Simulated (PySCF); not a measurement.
Delta-SCF ions had no search for a lower state. Excitations are Tamm–Dancoff values on a coarser integration grid. The basis has no diffuse functions, so Rydberg states are missing or too high.

Cartesian coordinates (Å):
SMILES: B(I)(I)I
```xyz
4

I      2.1053    -0.2842    -0.0010
B      0.0002     0.0004    -0.0004
I     -0.8077     1.9651     0.0005
I     -1.2977    -1.6813     0.0009
```
Charge 0, spin multiplicity 1.

What is the computed S1 excitation (TDA), T1 excitation (TDA), vertical ionisation energy (Delta-SCF), HOMO and total energy (PBE-D3(BJ)/def2-TZVP (PySCF 2.14.0))?


| Item | Value |
|---|---|
| S1 excitation (TDA) | 3.08 eV |
| T1 excitation (TDA) | 2.94 eV |
| vertical ionisation energy (Delta-SCF) | 8.73 eV |
| HOMO | -6.27 eV |
| total energy | -917.9936 Ha |
